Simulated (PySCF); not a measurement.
Be(Me) (CH₃Be), SMILES [Be][CH3], multiplicity 2. Coordinates come from a PBE0-D3(BJ)/def2-TZVPD optimisation. The spin state was assumed, not searched. The isomer is the one that the SMILES or the coordinates give; other isomers of the formula were not compared.

Computed equilibrium geometry at PBE0-D3(BJ)/def2-TZVPD (PySCF confirms it by a frequency run) as Cartesian coordinates in Å, and its point group:
point group C3v.
```xyz
5

Be     0.0000     0.0000    -1.2584
C      0.0000     0.0000     0.4254
H      0.8831     0.5099     0.8270
H      0.0000    -1.0197     0.8270
H     -0.8831     0.5099     0.8270
```
Charge 0, spin multiplicity 2.
